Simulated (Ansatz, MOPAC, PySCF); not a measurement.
Species: SnCl, net charge 1, singlet state. SMILES: [Cl][Sn+]
Coordinates optimised at B3LYP-D3(BJ)/def2-TZVP (Ansatz, a quantum-chemistry and plane-wave program):
```xyz
2

Sn     0.0000     0.0000    -0.5785
Cl     0.0000     0.0000     1.7014
```
Charge +1, spin multiplicity 1.

Unscaled harmonic wavenumbers (cm⁻¹) in rising order, each level at the stationary point that it reaches from this structure (no distance between atoms moves by over 0.3 Å); the order of modes can differ between levels, and a negative number is imaginary. B3LYP-D3(BJ)/def2-TZVP (PySCF, at the structure above): 415.

PM3 (MOPAC): 316. Zero-point energy 0.5 against 0.6 kcal/mol.

PM6 (MOPAC): 360. Zero-point energy 0.5 against 0.6 kcal/mol.

B3LYP/6-31G* with LANL2DZ past Ar (Ansatz): 385. Zero-point energy 0.5 against 0.6 kcal/mol.
